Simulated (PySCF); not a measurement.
Ga(Me)2(NH2) (C₂H₈GaN), SMILES [CH3][Ga]([CH3])[NH2].

The structure is a stationary point at B3LYP-D3(BJ)/def2-SVP. The isomer is the one that the SMILES or the coordinates give; other isomers of the formula were not compared. The values are those of a single conformer.

Computed with PySCF with CAM-B3LYP/def2-TZVP.

Isolated molecule, no solvent.

```json
{
 "total_energy": "-2060.76261 hartree",
 "highest_occupied_level": "-8.44 eV",
 "lowest_empty_level": "1.08 eV",
 "orbital_gap": "9.52 eV",
 "dipole_moment": "0.070 e·Å",
 "quadrupole, principal values (traceless, Buckingham form, about the centre of nuclear charge)": "-1.99, -0.02, 2.01 D·Å",
 "mean_static_polarisability": "60.5 bohr³ (8.97 Å³)",
 "polarisability_principal_values": "48.2, 65.3, 68.1 bohr³"
}
```
